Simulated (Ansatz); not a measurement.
## Gd(SH)3 in a box, plane waves

Ansatz 0.2.0, DFT PBE+U, scalar-relativistic, plane waves, PAW, molecule in a box. The geometry was relaxed with Gaussian bases (PBE; Gd lcecp-1-SVP with ECP53, S def2-SVP, H def2-SVP).

```yaml
crystal:
  lattice:
    - [14.09, 0.0, 0.0]
    - [0.0, 14.36, 0.0]
    - [0.0, 0.0, 9.24]
  atoms:
    - { symbol: Gd, position: [0.47786089, 0.51783217, 0.48701299], spin: 7.0 }
    - { symbol: S, position: [0.66018169, 0.48967131, 0.50913312] }
    - { symbol: H, position: [0.6802995, 0.58271379, 0.51297619] }
    - { symbol: S, position: [0.41155571, 0.68683844, 0.50913312] }
    - { symbol: H, position: [0.31937544, 0.65741156, 0.51297619] }
    - { symbol: S, position: [0.36184528, 0.37698677, 0.50913312] }
    - { symbol: H, position: [0.43390774, 0.31337047, 0.51297619] }
basis:
  ecutwfc: 420
  ecutrho_ratio: 4
kpoints:
  mp_grid: { grid: [1, 1, 1] }
hamiltonian:
  xc: pbe
  hubbard: { sites: [{ species: Gd, l: f, u_eff: 5.0 }] }
scf:
  occupations: { method: gaussian, width: 0.01 }
output:
  forces: true
  eigenvalues: true
  populations: true
  hubbard: { sites: [{ species: Gd, l: f }] }
magnetization:
  spin_polarized: true
```

Command:
```sh
ansatz run input.yaml --threads 2 --pin off --max-ram 5120MiB --backend cpu --events-out ev --progress --plain --runs-dir out
```
It took 10 s on 2 threads of Intel(R) Xeon(R) 6975P-C (Granite Rapids), on a shared host, peak memory 1.3 GiB.

How does the SCF go?


```
SCF iter   1: F=—  HF=-12090.582405 eV  |F-HF|=—  |Δ(HF+E_count)|=         —  Δρ=1.07e-2 (↑7.66e-3 ↓1.07e-2)
Mixer restart at iter 1: flushing history
preconditioner: auto → Resta (q_TF=auto, 1.431 Å⁻¹)  ε∞=1.3  [insulator: Δε(μ)=2.753 eV  Ē_g=7.820 eV  σ=0.010 eV  W_gap=1.00  n_s
spin=Collinear: Resta preconditioning applied to the charge; magnetization (m = ρ↑ − ρ↓) channel mixes plain (no charge-response k
SCF iter   2: F=—  HF=-12088.941095 eV  |F-HF|=—  |Δ(HF+E_count)|=    1.64e0  Δρ=6.11e-3 (↑5.00e-3 ↓6.11e-3)
...
SCF iter   6: F=—  HF=-12088.873095 eV  |F-HF|=—  |Δ(HF+E_count)|=   1.51e-3  Δρ=9.76e-5 (↑9.76e-5 ↓9.33e-5)
SCF iter   7: F=—  HF=-12088.872856 eV  |F-HF|=—  |Δ(HF+E_count)|=   2.39e-4  Δρ=3.87e-5 (↑3.06e-5 ↓3.87e-5)
SCF iter   8: F=—  HF=-12088.872917 eV  |F-HF|=—  |Δ(HF+E_count)|=   6.09e-5  Δρ=9.08e-6 (↑6.24e-6 ↓9.08e-6)
SCF iter   9: F=—  HF=-12088.872917 eV  |F-HF|=—  |Δ(HF+E_count)|=   5.80e-8  Δρ=3.31e-6 (↑3.31e-6 ↓2.52e-6)
SCF iter  10: F=-12088.872917 eV  HF=-12088.872917 eV  |F-HF|=7.82e-11  |Δ(HF+E_count)|=   1.84e-8  Δρ=1.30e-6 (↑1.30e-6 ↓1.08e-6)
```

Which levels lie next to the highest filled one (eV, counted from it)?

Filled: -0.47, -0.46, -0.38, -0.37, -0.20, -0.19, -0.19, -0.18, -0.04, 0.00. Empty: 2.81, 3.27, 3.59, 3.61, 3.61, 3.67, 3.67, 3.70.

How is the f shell of Gd1 filled?

Natural occupations, full = 1; up: 1.00, 1.00, 1.00, 1.00, 1.00, 1.00, 1.00; down: 0.00, 0.00, 0.00, 0.01, 0.01, 0.01, 0.01; in all 7.04 e.

What forces are left at this geometry, relaxed with Gaussian bases (eV/Å)?


```
Gd  -0.01 -0.01  0.03
S   -0.13  0.23  0.00
H   -0.07 -0.21 -0.01
S   -0.13 -0.23  0.00
H    0.22  0.04 -0.01
S    0.27  0.01  0.00
H   -0.15  0.17 -0.01
```

The open shells may stand above their lowest state.

An lcecp potential fixes the number of 4f electrons, so in runs with it no electron can move into or out of that shell.
